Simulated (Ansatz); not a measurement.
Geometry optimisation, RKS PBE0-D4/def2-SVP (Ansatz 0.2.0).

The input (input.yaml):

```yaml
crystal:
  periodic: [false, false, false]
  atoms:
    - { symbol: O, position_ang: [-0.777, 1.38804, -0.57239] }
    - { symbol: B, position_ang: [-0.03873, 0.77452, 0.33369] }
    - { symbol: C, position_ang: [0.34862, -0.77261, 0.17941] }
    - { symbol: F, position_ang: [-0.19209, -1.30563, -0.9905] }
    - { symbol: H, position_ang: [-1.06194, 0.85261, -1.32017] }
    - { symbol: H, position_ang: [0.3266, 1.39354, 1.257] }
    - { symbol: H, position_ang: [-0.03424, -1.39118, 0.99792] }
    - { symbol: H, position_ang: [1.42878, -0.93929, 0.11503] }
basis:
  gaussian: { orbitals: def2-SVP }
hamiltonian:
  xc: pbe0
  dispersion: d4
relax:
  f_tol: 0.015
  max_steps: 40
```

Launched with:

```bash
$ ansatz run input.yaml --threads 1 --pin off --max-ram 2048MiB --backend cpu --events-out ev --progress --plain --runs-dir out
```

Problem. Where does it end, and by what steps?

Solution. The forces met the threshold. After 7 steps the energy has fallen by 0.084 eV; H5 moved furthest, 0.14 Å.

```
step  energy less start (eV)  largest force component (eV/Å)  accepted
   0                  0.0000                           1.560       yes
   1                 -0.0645                           0.625       yes
   2                 -0.0793                           0.196       yes
   3                 -0.0713                           0.426        no
   4                 -0.0832                           0.041       yes
   5                 -0.0836                           0.058       yes
   6                 -0.0837                           0.034       yes
   7                 -0.0838                           0.012       yes
```

```xyz
8
Properties=species:S:1:pos:R:3
O -0.782 1.367 -0.589
B -0.029 0.766 0.345
C 0.329 -0.760 0.154
F -0.236 -1.227 -1.029
H -1.006 0.731 -1.286
H 0.347 1.413 1.295
H -0.045 -1.373 0.995
H 1.422 -0.918 0.114
```

The run took 27 s on 1 thread of Intel(R) Xeon(R) Platinum 8175M CPU @ 2.50GHz (Skylake/Cascade Lake), on a shared host, peak memory 0.16 GiB.
